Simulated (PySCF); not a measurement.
C2H6AlF, charge -1, doublet, geometry from GFN2-xTB (such geometries of metal compounds can be far from the true shape) (a state made from the parent by changing its charge; the spin is typed, not shown lowest).

PySCF was given this input:
```python
from pyscf import gto, scf, ci

mol = gto.Mole()
mol.atom = '''
    Al   -0.26743447   -0.38986576   -0.34817249
    C     1.80861426   -0.08224615   -0.55462333
    H     2.38561298   -0.95346930   -0.21363024
    H     2.22508040    0.78088337   -0.01524576
    H     2.09037588    0.06333279   -1.60829854
    C    -0.57458685   -0.49181827    1.73572816
    H    -1.64201132   -0.60327691    1.97885445
    H    -0.22780708    0.37419314    2.31804546
    H    -0.07905531   -1.36697989    2.17918314
    F    -0.96441243    1.13532868   -0.79992168
'''
mol.basis = '3-21g'
mol.charge = -1
mol.spin = 1
mol.verbose = 4
mol.build()

mf = scf.UHF(mol)
mf.kernel()

myci = ci.CISD(mf)
myci.kernel()
print('E(CISD) = %.10f' % myci.e_tot)
```

### Question
Give the number of basis functions at the level CISD/3-21G in PySCF.

### Answer
52

### Question
Estimate the SCF-reference <S^2> that CISD/3-21G returns for this input.

### Answer
0.751

### Question
Predict the nuclear repulsion energy from CISD/3-21G.

### Answer
147.8758 Eh

### Question
What is the computed SCF-reference HOMO energy (CISD/3-21G)?

### Answer
-1.47 eV

### Question
What is the computed SCF-reference Mulliken (on the basis functions themselves) charges in atom order (CISD/3-21G)?

### Answer
Al1 0.82, C2 -0.97, H3 0.12, H4 0.13, H5 0.12, C6 -0.97, H7 0.12, H8 0.13, H9 0.12, F10 -0.60

### Question
What is the computed total energy (CISD/3-21G)?

### Answer
-418.6921 Eh

These values belong to the state on which the SCF converged, which isn't shown to be the lowest.
